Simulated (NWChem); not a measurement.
System: SiH₂SeCl₂; SMILES Cl[SiH](Cl)[SeH]

```xyz
6

Si    -0.0013     0.5397     0.5364
Cl    -1.7789     1.3023    -0.1860
Cl     1.5919     1.6275    -0.2146
Se     0.0531    -1.6534    -0.0957
H      0.0261     0.7250     1.9999
H      1.3673    -1.8714     0.5553
```
Atoms are numbered in this order, from 1.

Results from NWChem. Pople sets run with spherical d functions. The geometry was optimised at B3LYP/6-31G* (spherical d). LC-ωPBE (HJS hole) with 6-31G*; x = 1 − exp(−ω/0.25 bohr⁻¹) is a scale chosen for this fit.

```csv
row,x,−ε(HOMO) (eV)
ω = 0.15,0.451,8.52
ω = 0.25,0.632,9.47
ω = 0.30,0.699,9.83
ω = 0.40,0.798,withheld
ω = 0.80,0.959,11.19
```

Question: Fit a straight line of the last column on the one before it, predict the withheld value, and compare with the run.

Answer: 
1. Means of the 4 shown rows: x = 0.6853, y = 9.752. Slope Σ(x − x̄)(y − ȳ)/Σ(x − x̄)² = 0.6983/0.1328 = 5.257; intercept 6.150.
2. The shown rows scatter about the line by 0.003 (root mean square); the largest residual is +0.01, at ω = 0.30.
3. At x = 0.798 (ω = 0.40; inside the shown range) the line gives 10.35.
4. The run gives 10.36, +0.01 from the line.
